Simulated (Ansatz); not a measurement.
```xyz
4

B     0.0078    0.0033    0.0053
H     1.2005    0.0045   -0.0065
H    -0.6064    1.0543   -0.0012
H    -0.5949   -1.0489    0.0038
```

Basis set: 6-31G* (spherical functions). Left uncorrelated: 1 orbital. Charge 0, multiplicity 1.

Computed with Ansatz (development build ahead of 0.2.0); each method stands on the lowest determinant of its kind that the runs found. Restricted open shells among the atoms or ions are ROHF, correlated in semicanonical orbitals with singles.

The atomization energy at this shape (free ground-state atoms in the same class of orbitals less the molecule, no zero-point energy) of singlet BH₃:

```tsv
method	atomization energy
RHF-MP2	257.32 kcal/mol
```

Q: What does RHF give?

A: 235.05 kcal/mol.
